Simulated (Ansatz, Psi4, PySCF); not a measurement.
C2H3O2 (SMILES CO[C]=O), doublet, geometry from GFN2-xTB. Base run: B3LYP5/cc-pVDZ in PySCF.

Here is a job for PySCF.
```python
from pyscf import gto, scf, dft

mol = gto.M(
    atom='''
C    -0.933878   -0.065412    0.013184
O    -0.952587   -1.261701    0.004908
O    -0.028036    0.834302    0.006372
C     1.384468    0.450471   -0.017018
H     1.943523    1.381171   -0.018539
H     1.612003   -0.142538    0.867617
H     1.585926   -0.129789   -0.916310
''',
    basis='cc-pvdz',
    charge=0,
    spin=1,
    verbose=3,
)

mf = dft.UKS(mol)
mf.xc = 'b3lyp5'
mf.kernel()
```

The same geometry, method and basis name were run in Ansatz (a quantum-chemistry and plane-wave program) and Psi4 and PySCF, at each program's defaults and at the settings that a row names. The base is PySCF at its defaults. Differences at the defaults can come from grids, fitting, cores and function types together.

| code and settings | ΔE vs base (µEh) | basis functions | E (Eh) | SCF cycles | dipole (D) |
|---|---|---|---|---|---|
| PySCF, defaults (exact integrals, its default grid, spherical functions) | 0.0 | 71 | -228.29382 | 11 | 3.02 |
| Psi4, defaults (density fitting with its default set, its default grid, spherical functions) | -16.4 | 71 | -228.29384 | 10 | 3.02 |
| Ansatz, defaults (factorised integrals, its default grid, spherical functions) | 0.4 | 71 | -228.29382 | - | - |
| PySCF, density fitting with def2-universal-jkfit | -28.5 | 71 | -228.29385 | 11 | 3.02 |
| PySCF, fine grid | -0.3 | 71 | -228.29382 | 11 | 3.02 |
| Psi4, exact integrals, spherical functions, fine grid | -0.4 | 71 | -228.29382 | 14 | 3.02 |
| Ansatz, high accuracy | -0.2 | 71 | -228.29382 | - | - |

Open shells are given as the SCF converged; they aren't shown to be the lowest states, and a large step between rows can be another state.
